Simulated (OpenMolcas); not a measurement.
Ag4+ among 6 point charges of -1.7 e arranged as an octahedron (Oh).

* Program: OpenMolcas 26.06
* Method: CASSCF
* Basis: ANO-RCC-VTZP [7s6p4d2f1g]
* Scalar Hamiltonian: DKH2, point nucleus
* Active space: 7 electrons in 5 orbitals (4d)
* State averaging: 2S+1 = 4 even, 10 roots; 2S+1 = 2 even, 40 roots
* Spin-orbit coupling: state interaction with AMFI integrals over the reference wave functions

All point charges move together. At R = 1.92 Å |10Dq| is 4909 cm-1, and at R = 2.09 Å it is 3235 cm-1.

**Question.** A third run gives 2691 cm-1. What distance was it run at?

**Answer.** With a power law R^-n the two known points give n = -ln(3235 / 4909) / ln(2.09 / 1.92) = 4.92. Then R = 1.92 × (4909 / 2691)^(1/4.92) = 2.170 Å. The run was at 2.17 Å, so the estimate is off by 0 Å.

An orbital triplet at a regular site is open to Jahn-Teller coupling, which can distort the site and quench the lowest spin-orbit gaps and is left out. Without dynamic correlation the repulsion within the d shell is too large (B by tens of per cent), so at a given field states of lower spin stand too high. Point charges give a weaker field than real ligands, and real ions of this kind are as a rule low spin; the high spin found here belongs to the model. This field is weak: 10Dq is about 4909 cm-1, while octahedral complexes of 4d ions of charge 3 and more, computed by the same method with explicit ligands, had a median near 25000 cm-1. Ground spin and moment need not be those of a real site (figures for R = 1.92; the like holds for R = 2.09, R = 2.17). This is an electrostatic model: the charges have no orbitals. No measured value stands beside these numbers.
